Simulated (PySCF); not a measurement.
Species: C6H8O.
Atom-mapped SMILES: `[CH2:1]=[CH:2]/[CH:3]=[CH:4]/[C:5]([CH3:6])=[O:7]` (hydrogens: H8, H9 on C1; H10 on C2; H11 on C3; H12 on C4; H13, H14, H15 on C6)

Vertical excitations from PySCF (density fitting, frozen core in the response, grid level 2 and gas phase unless stated; continuum runs use non-equilibrium linear response for the excitations) on a GFN2-xTB geometry. Reference run:

```
                                   settings    S1, eV (f)    S2, eV (f)    S3, eV (f)    S4, eV (f)    S5, eV (f)    S6, eV (f)  T1, eV (Tamm–Dancoff)  mean α (au)
CAM-B3LYP/def2-SVPD, full TDDFT, 8 singlets  3.74 (0.000)  5.00 (0.707)  6.81 (0.001)  6.94 (0.000)  7.02 (0.000)  7.04 (0.014)                   2.74         85.3
```

Task: What do these settings give: (1) KT2/def2-SVPD, IEF-PCM acetone, TDA, 25 singlets; (2) PBE0/6-31G, start guess sap, full TDDFT, 12 singlets; (3) PBE0/def2-SVPD, damping 0.1 at the start, DIIS from the seventh cycle, full TDDFT, 1 singlet?

Result: 
```
                                                                                    settings    S1, eV (f)    S2, eV (f)    S3, eV (f)    S4, eV (f)    S5, eV (f)    S6, eV (f)  T1, eV (Tamm–Dancoff)  mean α (au)
                                            KT2/def2-SVPD, IEF-PCM acetone, TDA, 25 singlets  3.18 (0.000)  4.71 (0.950)  5.55 (0.000)  5.82 (0.142)  5.86 (0.004)  6.40 (0.000)                   2.64        125.4
                                        PBE0/6-31G, start guess sap, full TDDFT, 12 singlets  3.49 (0.000)  5.11 (0.684)  6.31 (0.001)  6.69 (0.023)  6.81 (0.000)  7.49 (0.000)                   2.71         70.2
PBE0/def2-SVPD, damping 0.1 at the start, DIIS from the seventh cycle, full TDDFT, 1 singlet  3.46 (0.000)             –             –             –             –             –                   2.66         86.3
```

(1) S1 moves by -0.56 eV; functional, environment and response scheme change together, so the shift can't be laid on one. (2) S1 moves by -0.25 eV; functional and basis change together, so the shift can't be laid on one. (3) S1 moves by -0.28 eV (PBE0 has 25 % exact exchange, CAM-B3LYP range-separated exact exchange). States are counted by energy in each run and needn't keep their character from row to row.

KT2 was designed for NMR shieldings or shifts; total energies of different functionals aren't comparable.

Task: Give the leading configurations of S1 (H = HOMO, L = LUMO) and the HOMO–LUMO gap of each run.

Result: 
```json
{"settings": "CAM-B3LYP/def2-SVPD, full TDDFT, 8 singlets", "S1 configurations (weight)": "H−1→L 0.87, H−1→L+2 0.10", "S1 (eV)": "3.74", "orbital gap (eV)": "7.38", "S1 − gap (eV)": "-3.64"}
{"settings": "KT2/def2-SVPD, IEF-PCM acetone, TDA, 25 singlets", "S1 configurations (weight)": "H→L 1.00", "S1 (eV)": "3.18", "orbital gap (eV)": "3.10", "S1 − gap (eV)": "+0.08"}
{"settings": "PBE0/6-31G, start guess sap, full TDDFT, 12 singlets", "S1 configurations (weight)": "H−1→L 0.94", "S1 (eV)": "3.49", "orbital gap (eV)": "5.20", "S1 − gap (eV)": "-1.71"}
{"settings": "PBE0/def2-SVPD, damping 0.1 at the start, DIIS from the seventh cycle, full TDDFT, 1 singlet", "S1 configurations (weight)": "H−1→L 0.95", "S1 (eV)": "3.46", "orbital gap (eV)": "5.09", "S1 − gap (eV)": "-1.63"}
```

The structure is a single GFN2-xTB conformer; no vibrational corrections.

Shape of the structure used: `[CH2:1]=[CH:2]/[CH:3]=[CH:4]/[C:5]([CH3:6])=[O:7]`: C1–C2–C3–C4 179°, C3–C4–C5–C6 179°.
